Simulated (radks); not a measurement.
O III, 6 electrons, occupied as [He] 2s2 2p1 3p1 (not the ground configuration). All-electron calculation, Dirac Kohn-Sham, LDA (Slater exchange, Perdew-Wang correlation), spin-unpolarised, spherical densities, finite nucleus; open shells fill j = l - 1/2 first; Fermi nuclear charge, rms radius 2.6991 fm. Program: a radial shooting solver on a logarithmic mesh with Libxc functionals.

X-ray form factor f0, the Fourier transform of the density (f0(0) = 6):

sin(theta)/lambda (1/angstrom)  f0 (electrons)
0.05                                     5.754
0.1                                      5.189
0.15                                     4.603
0.2                                      4.127
0.25                                     3.740
0.3                                      3.393
0.4                                      2.765
0.5                                      2.271
0.6                                      1.930
0.8                                      1.566
1                                        1.379
1.25                                     1.191
1.5                                      1.007
2                                        0.681
